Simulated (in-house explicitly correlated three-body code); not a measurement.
Computed with an exponentially correlated three-body code. Model: two electrons around a point charge, non-relativistic, variational in 260 exponentially correlated functions (energies converged to about 1e-7 hartree, or 1e-8 relative for large Z).

Command:
```bash
python run_hyl.py task.json out
```
Settings (lengths in bohr, energies in hartree):
```
Z                      4
screening              0.6
interaction_strength   1
functions              260
states_tried           13
```

Time taken, with all properties: 65 s on 1 thread of Arm Neoverse V2 (shared host).

**Those bound S and P states to n = 4 that converged, binding against the one-electron ion.**

Given: nuclear charge 4; Yukawa screening of all interactions 0.6 1/bohr.

Computed: one-electron threshold -5.8473728 hartree.

| term | energy (hartree) | binding (eV) |
| --- | --- | --- |
| 1 1S | -9.89948342 | 110.26 |
| 2 3S | -6.0470597 | 5.4338 |
| 2 1S | -5.98494433 | 3.7435 |
| 2 3P | ? | ? |
| 2 1P | -5.87784131 | 0.82909 |

**Question.** What belongs in the row 2 3P?

**Answer.** energy (hartree): -5.89954331; binding (eV): 1.4196.

**Converged states only, values per electron or pair (inverse distances are <exp(-kr)/r>).**

```
term  mean r (bohr)  mean r squared (bohr²)  mean inverse r (1/bohr)  mean r12 (bohr)  mean inverse r12 (1/bohr)  mean cosine  mean p1 dot p2 (bohr⁻²)  delta r1 (bohr⁻³)  delta r12 (bohr⁻³)
1 1S        0.42317                  0.2435                   3.0992          0.63243                     1.6479    -0.031954                  0.39368             16.688              1.4505
2 3S         1.3231                  3.2066                   1.8454           2.3098                    0.19458   -0.0059868                  0.01116              10.34                   -
2 1S              ?                       ?                        ?                ?                          ?            ?                        ?                  ?                   ?
2 3P         1.5026                  4.7294                   1.8026           2.6703                    0.19092    -0.027313                  -0.2938             9.8436                   -
2 1P         1.7224                  6.5479                   1.7845           3.0893                    0.16622    0.0076093                  0.20853             9.9043            0.012396
```

**Question.** What belongs in the row 2 1S?

**Answer.** mean r (bohr): 1.4975; mean r squared (bohr²): 4.2643; mean inverse r (1/bohr): 1.821; mean r12 (bohr): 2.6464; mean inverse r12 (1/bohr): 0.20467; mean cosine: -0.0065219; mean p1 dot p2 (bohr⁻²): 0.016134; delta r1 (bohr⁻³): 10.239; delta r12 (bohr⁻³): 0.10566.

**Electric-dipole lines between converged S and P states, rate of the upper state's decay.**

| s state | p state | p minus s (eV) | oscillator strength from s | rate (1/s) |
| --- | --- | --- | --- | --- |
| 1 1S | 2 1P | 109.43 | 0.21987 | 3.8086e+10 |
| 2 1S | 2 1P | 2.9144 | 0.51567 | 6.3352e+07 |
| 2 3S | 2 3P | 4.0141 | 0.53248 | 1.241e+08 |

**Static dipole response.**

```json
{"state": "1 1S", "polarisability (bohr³)": "0.058393"}
```
